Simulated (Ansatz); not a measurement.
`C=[C](C)[GeH3]` + `SS` → `S[S][GeH3]` + `C=CC` at 298.15 K and 1 bar (ligand exchange at a Ge–C bond).

Gas-phase electronic energies from Ansatz, PBE0-D4/def2-TZVP geometries. CCSD(T)/CBS is the MP2 limit (def2-TZVPP, def2-QZVPP) plus CCSD(T) − MP2 in def2-TZVPP, frozen cores. This one scheme is used for every species. For Ge outer-core shells are correlated without core-valence functions, which leaves a few kJ/mol of doubt a bond. Scalar relativity is left out up to krypton. Each species was taken in one conformer, which may not be the lowest.

```json
{"species": "`C=[C](C)[GeH3]`", "CCSD(T)/CBS energy (Eh)": "-2195.05367", "H − E (kJ/mol)": "264.3", "S (J/(mol·K))": "331.3"}
{"species": "`SS`", "CCSD(T)/CBS energy (Eh)": "-796.74576", "H − E (kJ/mol)": "60.1", "S (J/(mol·K))": "251.3"}
{"species": "`S[S][GeH3]`", "CCSD(T)/CBS energy (Eh)": "-2874.07545", "H − E (kJ/mol)": "108.4", "S (J/(mol·K))": "328.4"}
{"species": "`C=CC`", "CCSD(T)/CBS energy (Eh)": "-117.74610", "H − E (kJ/mol)": "222.5", "S (J/(mol·K))": "264.5"}
```

H − E and S are ideal-gas, rigid-rotor, harmonic terms from PBE0-D4/def2-TZVP, for one conformer and one mirror image of each species. 1 Eh = 2625.50 kJ/mol, R = 8.31446 J/(mol·K).

Q: By hand: ΔE, ΔH, ΔS and ΔG.

A: ΔE = (-2874.07545) + (-117.74610) − (-2195.05367) − (-796.74576) = -0.02212 Eh = -58.1 kJ/mol. Δ(H − E) = 108.4 + 222.5 − 264.3 − 60.1 = 6.5, so ΔH = -51.6 kJ/mol. ΔS = 328.4 + 264.5 − 331.3 − 251.3 = 10.3 J/(mol·K). ΔG = -51.6 − 298.15 × (10.3)/1000 = -54.7 kJ/mol.

Q: By hand: the equilibrium constant, and the temperature at which ΔG would vanish if ΔH and ΔS stayed fixed.

A: log₁₀ K = −ΔG/(RT ln 10) = 9.6. ΔH and −TΔS have one sign here, so there is no such temperature.

The number of gas molecules stays the same, so ΔS is small and ΔH decides. A doubt of 5 kJ/mol in ΔE shifts log₁₀ K by 0.9 here. Other conformers and mirror images would add mixing entropy, several J/(mol·K) or more a flexible species. These are equilibria of isolated gas molecules and say nothing of rates. Largest T1 diagnostic: 0.012 (customary marks: 0.02 for closed shells, 0.045 for open ones).

ΔS is within the doubt of such terms, so its sign, and with it that verdict, could turn.
